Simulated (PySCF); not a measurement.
**How the method changes the constants of MgIn⁺**

State: ¹Σ⁺ (singlet), closed shell. Set-up: PySCF, scalar-relativistic core potentials, basis sets Mg def2-SVP, In def2-SVP with ECP28. De refers to Mg + In⁺ in their ground configurations, without counterpoise correction. A positive dipole points towards In; it is taken about the centre of mass and depends on that origin.

```
      Level  Re (Å)  ωe (cm⁻¹)  De (eV)  μ (D)
    RHF-MP2   3.354        127     0.67    n/a
RHF-SCS-MP2   3.394        121     0.61    n/a
   RHF-CCSD   3.363        124     0.60    n/a
RHF-CCSD(T)   3.344        128     0.64    n/a
        PBE   3.317        130     0.89  -4.42
       TPSS   3.325        128     0.85  -4.61
     r²SCAN   3.282        136     0.89  -4.81
      B3LYP   3.349        124     0.76  -4.24
       PBE0   3.311        132     0.82  -4.47
  BHandHLYP   3.355        125     0.69  -4.25
  CAM-B3LYP   3.324        128     0.70  -4.20
```

The bond length runs from 3.282 Å (r²SCAN) to 3.394 Å (RHF-SCS-MP2). De spans 0.60 eV (RHF-CCSD, coupled cluster) to 0.89 eV (r²SCAN, meta-GGA).

Correlated steps freeze 5 core orbitals. Closed-shell solutions of metal pairs were not tested for spin polarisation, which can lower them a little. Correlated levels converge slowly with the basis: in double zeta they bind strong bonds too weakly, by up to about 1 eV, and carry superposition errors of some tenths. Spin–orbit coupling is left out. For an ion De counts to the pair picked by the measured ionisation energies or electron affinities, which need not be the lowest pair at this level.
